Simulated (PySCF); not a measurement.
Isomers of C5H10F2O2, one GFN2-xTB conformer each. Single-point energies are computed at PBE0/pcSseg-1 (PySCF, gas phase, no added dispersion term), electronic only.

Question: Rank them by PBE0/pcSseg-1 energy, lowest first (kJ/mol).
A. `[CH3:1][O:2][CH:3]([CH2:4][CH:5]([F:6])[F:7])[O:8][CH3:9]` with C1–O2–C3–C4 85°, O2–C3–C4–C5 -178°, C3–C4–C5–F6 -178°, O2–C3–O8–C9 65°
B. `[CH3:1][O:2][C@@H:3]([CH3:4])[CH2:5][O:6][CH:7]([F:8])[F:9]` with C1–O2–C3–C4 170°, O2–C3–C5–O6 -61°, C3–C5–O6–C7 176°, C5–O6–C7–F8 59°
C. `[CH3:1][O:2][CH2:3][O:4][C@@H:5]([CH3:6])[CH:7]([F:8])[F:9]` with C1–O2–C3–O4 -68°, O2–C3–O4–C5 -64°, C3–O4–C5–C6 145°, O4–C5–C7–F8 -175°
D. `[CH3:1][O:2][C:3]([F:4])([O:5][CH3:6])[C@H:7]([CH3:8])[F:9]` with C1–O2–C3–F4 -70°, O2–C3–O5–C6 175°, O2–C3–C7–C8 41°
E. `[CH3:1][O:2][C@@H:3]([F:4])[C@H:5]([CH2:6][F:7])[O:8][CH3:9]` with C1–O2–C3–F4 66°, O2–C3–C5–C6 -79°, C3–C5–C6–F7 157°, C3–C5–O8–C9 -168°
F. `[CH3:1][CH2:2][C@H:3]([OH:4])[CH2:5][O:6][CH:7]([F:8])[F:9]` with C1–C2–C3–O4 -61°, C2–C3–O4–H -61°, C2–C3–C5–O6 62°, C3–C5–O6–C7 174°, C5–O6–C7–F8 -172°
G. `[CH3:1][CH2:2][O:3][C@H:4]([CH3:5])[O:6][CH:7]([F:8])[F:9]` with C1–C2–O3–C4 -88°, C2–O3–C4–C5 -171°, O3–C4–O6–C7 -152°, C4–O6–C7–F8 -85°
H. `[CH3:1][CH2:2][O:3][C:4]([F:5])([F:6])[CH2:7][O:8][CH3:9]` with C1–C2–O3–C4 -90°, C2–O3–C4–F5 -56°, O3–C4–C7–O8 40°, C4–C7–O8–C9 65°

Answer: F (0.0), G (8.4), H (35.9), D (36.9), B (39.9), C (53.7), A (60.7), E (97.3).

As drawn, the lowest has an O–H bond and two fluorines on one carbon, which the highest lacks. Neighbours under 10 kJ/mol apart (CC[C@H](O)COC(F)F and CCO[C@H](C)OC(F)F; CCOC(F)(F)COC and COC(F)(OC)[C@H](C)F; COC(F)(OC)[C@H](C)F and CO[C@@H](C)COC(F)F; COCO[C@@H](C)C(F)F and COC(CC(F)F)OC) can change places with a better method, another conformer or zero-point energy. GFN2-xTB itself gives, in the same order: 12.0, 1.8, 6.8, 0.0, 19.3, 30.0, 38.8, 50.7. GFN2-xTB puts COC(F)(OC)[C@H](C)F lowest instead; measured from each level's own lowest isomer, the values differ by up to 46.6 kJ/mol (CO[C@@H](F)[C@H](CF)OC: 50.7 against 97.3).

Which frontier levels, dipoles and rotational constants go with these structures?

| SMILES | HOMO (eV, PBE0/pcSseg-1) | LUMO (eV) | dipole (D) | A, B, C (MHz) |
| --- | --- | --- | --- | --- |
| CC[C@H](O)COC(F)F | -8.08 | 1.31 | 1.66 | 3223, 716.8, 689.8 |
| CCO[C@H](C)OC(F)F | -8.31 | 1.21 | 3.04 | 2202, 1112, 782.4 |
| CCOC(F)(F)COC | -7.66 | 1.59 | 1.30 | 2729, 1049, 965.9 |
| COC(F)(OC)[C@H](C)F | -8.29 | 1.64 | 1.15 | 1823, 1554, 1177 |
| CO[C@@H](C)COC(F)F | -7.58 | 1.35 | 1.42 | 2635, 928.4, 752.8 |
| COCO[C@@H](C)C(F)F | -8.08 | 1.48 | 2.37 | 2835, 921.8, 775.0 |
| COC(CC(F)F)OC | -7.79 | 1.37 | 2.65 | 2235, 938.8, 778.3 |
| CO[C@@H](F)[C@H](CF)OC | -7.59 | 1.62 | 1.95 | 2495, 948.4, 831.9 |
